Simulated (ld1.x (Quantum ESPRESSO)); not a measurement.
# PBE RRKJ dataset for Ba (Z = 56), scalar-relativistic all-electron reference.

Input for ld1.x (Quantum ESPRESSO) 7.5:

```
&input
   title='Ba', zed=56., rel=1, dft='PBE', iswitch=3,
   config='[Xe] 4f-2 5d0 6s1.75 6p0',
   nld=4, rlderiv=3.65, eminld=-3.0, emaxld=5.0, deld=0.02
 /
 &inputp
   pseudotype=2, tm=.false., rho0=0.02, lloc=2,
   nlcc=.false.,
   file_pseudopw='Ba.UPF', file_wfcaegen='ae.wfc', file_wfcncgen='nc.wfc', file_beta='beta', file_chi='chi'
 /
4
6S  1  0   1.75   0.00  3.00  3.00  0.0
5P  2  1   6.00   0.00  3.10  3.10  0.0
4F  4  3  -2.00  -0.10  3.35  3.35  0.0
5D  3  2   0.00   0.00  3.30  3.30  0.0
 &test
   configts(1)='5p6 5d0 6s1.75 6p0'
 /
```

Command:

```bash
ld1.x < Ba.in > Ba.out
```

The program printed (shortened: banner, matrices, multipoles, cross overlaps and the repeated all-electron block are left out):

```
[... start of the log left out ...]
     Exc  =    -394.871136 Ry,    -197.435568 Ha,   -5372.495505 eV

     normalization and overlap integrals

     s(1S/1S) =  1.000000  <r> =   0.0256  <r2> =    0.0009  r(max) =   0.0164
     s(2S/2S) =  1.000000  <r> =   0.1097  <r2> =    0.0142  r(max) =   0.0930
     s(2P/2P) =  1.000000  <r> =   0.0962  <r2> =    0.0113  r(max) =   0.0742
     s(3S/3S) =  1.000000  <r> =   0.2919  <r2> =    0.0974  r(max) =   0.2657
     s(3P/3P) =  1.000000  <r> =   0.2899  <r2> =    0.0975  r(max) =   0.2591
     s(4S/4S) =  1.000000  <r> =   0.6739  <r2> =    0.5124  r(max) =   0.6217
     s(4P/4P) =  1.000000  <r> =   0.7155  <r2> =    0.5822  r(max) =   0.6535
     s(3D/3D) =  1.000000  <r> =   0.2666  <r2> =    0.0839  r(max) =   0.2148
     s(5S/5S) =  1.000000  <r> =   1.6383  <r2> =    3.0175  r(max) =   1.4728
     s(5P/5P) =  1.000000  <r> =   1.9186  <r2> =    4.1787  r(max) =   1.6689
     s(4D/4D) =  1.000000  <r> =   0.8004  <r2> =    0.7442  r(max) =   0.6957
     s(5D/5D) =  1.000000  <r> =   3.4141  <r2> =   14.1109  r(max) =   2.4587
     s(6S/6S) =  1.000000  <r> =   4.6596  <r2> =   24.4660  r(max) =   4.0538
     s(6P/6P) =  1.000000  <r> =   6.0922  <r2> =   41.9977  r(max) =   5.2051

     ------------------------ End of All-electron run ------------------------

     --------------------- Generating NC pseudopotential ---------------------

      Generating local pot.: lloc=2, matching radius rcloc =   3.3000
     Message from routine compute phi:
     negative determinant

      ld=   0.569147 f2ae  0.311103 faenor  0.118481
           0        1252        1251   99.449334081535781

 %%%%%%%%%%%%%%%%%%%%%%%%%%%%%%%%%%%%%%%%%%%%%%%%%%%%%%%%%%%%%%%%%%%%%%%%%%%%%%
     Error in routine compute_chi (1):
     n is too large
 %%%%%%%%%%%%%%%%%%%%%%%%%%%%%%%%%%%%%%%%%%%%%%%%%%%%%%%%%%%%%%%%%%%%%%%%%%%%%%

     stopping ...
```

The run stopped because the Bessel-function wave could not be built (negative determinant in compute_phi), and the routine for χ then failed on it.

The run took about 0.1 s on one core of a shared server CPU.
